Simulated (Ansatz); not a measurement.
Stepwise reaction of `C[Si](C)(F)S` with hydrogen sulfide, as a gas-phase model of exchange steps in deposition or etching. ΔE in kJ/mol.

Gas-phase electronic energies from Ansatz, PBE0-D4/def2-TZVP geometries. CCSD(T)/CBS adds triple-zeta CCSD(T) − MP2 to the extrapolated MP2 energy (def2 sets, frozen cores). This one scheme is used for every species. Functionals use def2-TZVPP. B3LYP here is the variant with VWN-RPA as its local correlation; programs differ in this. One conformer a species, not always the lowest.

| step | reaction | PBE-D4 | B3LYP-D4 | ωB97M-V | CCSD(T)/CBS |
| --- | --- | --- | --- | --- | --- |
| 2 | `C[Si](F)(S)S` + H₂S → `F[Si](S)(S)S` + CH₄ | -62.1 | -59.8 | -56.0 | -56.8 |

Problem. Give the row of step 1, `C[Si](C)(F)S` + H₂S → `C[Si](F)(S)S` + CH₄. (Estimate.)

Solution. Computed: 
| step | reaction | PBE-D4 | B3LYP-D4 | ωB97M-V | CCSD(T)/CBS |
| --- | --- | --- | --- | --- | --- |
| 1 | `C[Si](C)(F)S` + H₂S → `C[Si](F)(S)S` + CH₄ | -72.3 | -69.4 | -66.4 | -66.9 |

Problem. By hand: ΔE of the 2 steps together at CCSD(T)/CBS.

Solution. (-66.9) + (-56.8) = -123.7 kJ/mol, or -61.9 kJ/mol a step.

In ΔE each step is higher than the one before. All are downhill at CCSD(T)/CBS. PBE-D4 differs from CCSD(T)/CBS by -5.4 to -5.3 kJ/mol a step. Isolated molecules leave out the surface, adducts and barriers. Largest T1 diagnostic: 0.012.
